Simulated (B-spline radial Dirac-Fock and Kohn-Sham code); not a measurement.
# Total conversion coefficients of Ne against transition energy

Model: a Dirac-Hartree-Slater potential of the neutral atom with a Latter tail (no hole, which puts coefficients of high multipoles low close above an edge), finite nucleus with surface currents. Program: an atomic code on a B-spline grid. Subshells within 1 keV of threshold and pair formation are left out.

```
energy (keV)        E1        E2        E4        M3        M4        M5
        10.2      5.46       535  3.65e+06      4080    359000  3.21e+07
        11.5      3.77       335  1.86e+06      2330    184000  1.48e+07
        15.4      1.51       105    355000       599     36300  2.23e+06
        18.2     0.891      54.0    136000       277     14400    757000
          20     0.661      36.9     78900       180      8560    412000
        33.6     0.125      4.46      3820      17.0       499     14800
        40.1    0.0706      2.16      1350      7.68       191      4810
        42.8    0.0572      1.65       919      5.75       135      3180
          47    0.0422      1.12       529      3.79      81.5      1760
          50    0.0345     0.867       367      2.88      58.5      1200
        61.6    0.0175     0.365       107      1.15      19.3       325
         100   0.00359    0.0491      6.15     0.144      1.55      16.8
         101   0.00347    0.0471      5.80     0.138      1.47      15.8
         153  0.000903   0.00855     0.520    0.0246     0.183      1.37
         164  0.000723   0.00645     0.349    0.0186     0.130     0.919
         169  0.000656   0.00571     0.294    0.0164     0.113     0.774
         195  0.000416   0.00321     0.131   0.00929    0.0565     0.344
         200  0.000384   0.00290     0.114   0.00841    0.0501     0.299
         215  0.000306   0.00217    0.0758   0.00633    0.0356     0.200
         230  0.000248   0.00167    0.0521   0.00487    0.0259     0.138
         427  3.98e-05  0.000163   0.00201  0.000499   0.00167   0.00560
         460  3.25e-05  0.000125   0.00140  0.000386   0.00123   0.00391
         500  2.60e-05  9.44e-05  0.000940  0.000291  0.000877   0.00264
         824  7.93e-06  2.03e-05  0.000109  5.98e-05  0.000134  0.000299
        1000  5.35e-06  1.22e-05  5.29e-05  3.42e-05  6.94e-05  0.000140
        1130  4.25e-06  9.03e-06  3.48e-05  2.45e-05  4.68e-05  8.92e-05
        1620  2.32e-06  4.12e-06  1.16e-05  9.74e-06  1.61e-05  2.64e-05
        1740  2.08e-06  3.58e-06  9.57e-06  8.21e-06  1.32e-05  2.11e-05
        2000  1.70e-06  2.76e-06  6.68e-06  5.96e-06  9.15e-06  1.40e-05
```

**Question.** How fast do they fall between 1620 and 2000 keV?

**Answer.** As powers of the energy: E1 E^-1.49, E2 E^-1.90, E4 E^-2.63, M3 E^-2.33, M4 E^-2.68, M5 E^-3.02. Within one type (E or M) the higher multipoles fall faster.

Values without a named source are computed, but for edge energies of neutral atoms, which are taken from tables.
